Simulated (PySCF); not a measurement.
# Fractional electron number in Pb⁻ (lead, charge -1)

The 6p alpha orbital of [Xe] 4f14 5d10 6s2 6p3 is emptied in steps (occupation f), with all orbitals relaxed, ending at [Xe] 4f14 5d10 6s2 6p2. Computed with PySCF 2.14 in def2-TZVPPD with the def2 core potential (60 electrons) (7s5p4d2f, 56 functions), with scalar relativity through the core potential. The exact energy is a straight line in f; departures are measured from the line between the end points of the same method.

| f | UHF (eV) | LDA (eV) | PBE (eV) | PBE0 (eV) | r2SCAN (eV) | LC-wPBE (eV) | BHandHLYP (eV) | wB97X (eV) | HSE06 (eV) | M06-2X (eV) |
| --- | --- | --- | --- | --- | --- | --- | --- | --- | --- | --- |
| 1 | 0.000 | 0.000 | 0.000 | 0.000 | 0.000 | 0.000 | 0.000 | 0.000 | 0.000 | 0.000 |
| 0.9 | 0.045 | -0.237 | -0.230 | -0.163 | -0.216 | 0.025 | -0.101 | 0.006 | -0.198 | -0.072 |
| 0.7 | 0.101 | -0.559 | -0.541 | -0.381 | -0.502 | 0.059 | -0.237 | 0.011 | -0.464 | -0.157 |
| 0.5 | 0.116 | -0.672 | -0.650 | -0.456 | -0.595 | 0.072 | -0.284 | 0.010 | -0.555 | -0.186 |
| 0.3 | 0.094 | -0.570 | -0.551 | -0.384 | -0.499 | 0.061 | -0.240 | 0.006 | -0.468 | -0.165 |
| 0.1 | 0.039 | -0.246 | -0.238 | -0.165 | -0.214 | 0.027 | -0.103 | 0.002 | -0.201 | -0.072 |
| 0 | 0.000 | 0.000 | 0.000 | 0.000 | 0.000 | 0.000 | 0.000 | 0.000 | 0.000 | 0.000 |

```json
{"method": "UHF", "E(f=0) − E(f=1) (eV)": "0.815", "−ε at f=1 (eV)": "1.320", "−ε at f=0.5 (eV)": "0.796"}
{"method": "LDA", "E(f=0) − E(f=1) (eV)": "1.386", "−ε at f=1 (eV)": "-1.231", "−ε at f=0.5 (eV)": "1.351"}
{"method": "PBE", "E(f=0) − E(f=1) (eV)": "1.210", "−ε at f=1 (eV)": "-1.328", "−ε at f=0.5 (eV)": "1.182"}
{"method": "PBE0", "E(f=0) − E(f=1) (eV)": "1.224", "−ε at f=1 (eV)": "-0.579", "−ε at f=0.5 (eV)": "1.216"}
{"method": "r2SCAN", "E(f=0) − E(f=1) (eV)": "1.346", "−ε at f=1 (eV)": "-1.056", "−ε at f=0.5 (eV)": "1.355"}
{"method": "LC-wPBE", "E(f=0) − E(f=1) (eV)": "1.219", "−ε at f=1 (eV)": "1.501", "−ε at f=0.5 (eV)": "1.224"}
{"method": "BHandHLYP", "E(f=0) − E(f=1) (eV)": "1.029", "−ε at f=1 (eV)": "-0.090", "−ε at f=0.5 (eV)": "1.020"}
{"method": "wB97X", "E(f=0) − E(f=1) (eV)": "0.879", "−ε at f=1 (eV)": "0.947", "−ε at f=0.5 (eV)": "0.866"}
{"method": "HSE06", "E(f=0) − E(f=1) (eV)": "1.241", "−ε at f=1 (eV)": "-0.950", "−ε at f=0.5 (eV)": "1.229"}
{"method": "M06-2X", "E(f=0) − E(f=1) (eV)": "1.082", "−ε at f=1 (eV)": "0.252", "−ε at f=0.5 (eV)": "1.041"}
```

Orbital energy along the path (eV):

```csv
f,UHF,LDA,PBE,PBE0,r2SCAN,LC-wPBE,BHandHLYP,wB97X,HSE06,M06-2X
1,-1.320,1.231,1.328,0.579,1.056,-1.501,0.090,-0.947,0.950,-0.252
0.9,-1.205,0.732,0.842,0.226,0.570,-1.445,-0.128,-0.924,0.522,-0.468
0.7,-0.990,-0.291,-0.154,-0.489,-0.402,-1.334,-0.570,-0.887,-0.346,-0.821
0.5,-0.796,-1.351,-1.182,-1.216,-1.355,-1.224,-1.020,-0.866,-1.229,-1.041
0.3,-0.620,-2.445,-2.237,-1.950,-2.296,-1.109,-1.479,-0.859,-2.125,-1.363
0.1,-0.462,-3.567,-3.315,-2.689,-3.249,-0.982,-1.945,-0.859,-3.023,-1.710
0,-0.388,-4.133,-3.865,-3.062,-3.729,-0.919,-2.183,-0.860,-3.474,-1.930
```

At f = 1 the orbital energy is positive for LDA, PBE, PBE0, r2SCAN, BHandHLYP, HSE06: only the finite basis holds the electron.

Reference removal energy between the ground levels: 0.357 eV (measured; photodetachment measurements, as compiled on the Wikipedia data page of electron affinities). The calculation has no spin-orbit coupling. UHF lacks correlation.
